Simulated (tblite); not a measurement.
Question: What does the GFN2-xTB structure of `CCCc1ccc(S)cc1` look like in three dimensions?

Answer: 
Z-matrix in Å and degrees, rows numbered from 1:
```
C 
C   1  1.5228
C   2  1.5352  1  112.26
C   3  1.5008  2  111.42  1   -66.77
C   4  1.3886  3  121.42  2    99.85
C   5  1.3831  4  121.15  3  -177.98
C   6  1.3869  5  119.70  4    -0.03
S   7  1.7704  6  121.80  5   179.87
C   7  1.3893  6  119.87  5    -0.26
C   9  1.3799  7  119.78  6     0.30
H   1  1.0882  2  110.62  3   -59.69
H   1  1.0875  2  110.50  3    60.46
H   1  1.0876  2  110.43  3  -179.58
H   2  1.0921  1  109.35  3   120.86
H   2  1.0921  1  109.37  3  -121.21
H   3  1.0916  2  109.15  1    54.85
H   3  1.0925  2  108.69  1   172.67
H   5  1.0807  4  119.77  3     2.09
H   6  1.0812  5  119.99  4   179.98
H   8  1.3321  7   96.10  6     0.53
H   9  1.0796  7  119.54  6  -179.64
H  10  1.0804  4  119.50  3    -2.24
```

The 9 C–C bonds span 1.380 Å (C9–C10, aromatic) to 1.535 Å (C2–C3, drawn single), a spread of 0.155 Å. The 6-membered ring C4–C5–C6–C7–C9–C10 has internal angles of 118.4° to 121.1° (sum 720°, against 720° for a flat polygon); it is planar, 0.00 Å rms from its mean plane, widest ring torsion 0°. Of the pairs four or more bonds apart, C4···H12 is among the closest relative to their van der Waals radii: 2.76 Å, 95 % of the sum of Bondi's values.

Structure optimised with GFN2-xTB, isolated species.

Point group: C1 (no symmetry element, even within 0.4 Å). Its GFN2-xTB frequencies are all real (lowest 45 cm⁻¹). One conformer, not necessarily the lowest (C1–C2–C3–C4 -67°, C2–C3–C4–C5 100°, C6–C7–S8–H 1°). 2 starts were optimised and ended at 0.00 and 0.10 kcal/mol (GFN2-xTB); the lowest of these is shown.

Time: 1.4 s wall. Hardware: one thread of an Arm Neoverse N1, shared host with 64 logical CPUs at a one-minute load of 61. That covers the optimisation of the geometry.

All values are computed, not measured.
